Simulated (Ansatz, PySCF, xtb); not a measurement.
Gas-phase reaction R1 → P1, each structure at its B3LYP-D3(BJ)/def2-TZVP stationary point, reached from a drawn start; harmonic modes at that level show minima.
R1, C2H3N (SMILES CC#N) (charge 0, multiplicity 1, Z-matrix in Å and degrees):
```
C
H 1 1.0902
H 1 1.0902 2 108.78
H 1 1.0902 2 108.78 3 118.35
C 1 1.4544 2 110.15 4 120.82
N 5 1.1493 2 150.78 1 180.00
```
P1, C2H3N (SMILES [C-]#[N+]C) (charge 0, multiplicity 1):
```xyz
6

C     -0.4821     0.0077    -0.0106
N      0.9354    -0.0149     0.0206
C      2.0994    -0.0334     0.0462
H     -0.8457    -0.6917    -0.7631
H     -0.8772    -0.2783     0.9638
H     -0.8298     1.0106    -0.2570
```

P less R. No zero-point or thermal terms.

Correlated levels freeze the cores.

The values were computed with Ansatz (a quantum-chemistry and plane-wave program) with Gaussian orbitals; PySCF for the D3/D4 terms; xtb for the GFN methods. No computed number here is a measurement.

```json
[
 {"level": "GFN2-xTB", "reaction energy (kcal/mol)": "23.63"},
 {"level": "HF/cc-pVDZ", "reaction energy (kcal/mol)": "20.66"},
 {"level": "PBE/def2-TZVPP", "reaction energy (kcal/mol)": "24.98"},
 {"level": "revPBE-D3(BJ)/def2-TZVPP", "reaction energy (kcal/mol)": "24.61"},
 {"level": "revPBE-D4/def2-TZVPP", "reaction energy (kcal/mol)": "24.37"},
 {"level": "B3LYP-D4/def2-TZVPP", "reaction energy (kcal/mol)": "23.37"},
 {"level": "B2PLYP-D4/def2-TZVPP", "reaction energy (kcal/mol)": "24.65"},
 {"level": "MP2/cc-pVQZ", "reaction energy (kcal/mol)": "26.84"},
 {"level": "SCS-MP2/cc-pVQZ", "reaction energy (kcal/mol)": "___"}
]
```

Problem. Some entries are withheld; supply them.

Solution. 
- SCS-MP2/cc-pVQZ, reaction energy (kcal/mol): 25.73
